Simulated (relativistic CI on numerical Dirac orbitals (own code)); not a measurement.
Computed by Dirac-Coulomb-Breit CI, orbitals from a KLI potential per configuration, QED by a radiative potential, unscaled Slater integrals (own radial code, finite nucleus).

The strongest absorption lines from the ground level of an ion, among the configurations computed and to levels below about 342 eV (vacuum wavelength in nm, gf): 7.3371 (0.56), 7.5735 (0.62), 7.6541 (1), 7.6604 (1.9), 7.8385 (1.8), 7.9085 (1.6), 9.9465 (0.88), 10.592 (0.68).

**Question.** Which ion is it?
A. Er XXXVI
B. Pr XXVII
C. Sm XXX
D. Sm XXXII

**Answer.** C. Sm XXX has 33 electrons and the ground level 4s²4p³ ²P°3/2; the strongest line goes to 4s²4p²4d ⁴D5/2. The pattern of lines fixes the number of electrons, and along that sequence the line energies rise steadily with the charge (about as its square where n changes within one kind of shell, about linearly where n is kept but much faster in heavy ions where fine structure, which grows about as Z⁴, sets the gap, and irregularly where shells cross), which fixes Z. Configurations outside the model, such as inner-shell arrays, can give stronger lines. At this charge energies of transitions that change n are usually good to better than 1 %, and those within a shell (Δn = 0) to a few per cent.

LS names give the leading component of a level, which can be under half, so a name can repeat, a term be missing and a line seem to break the LS rules.
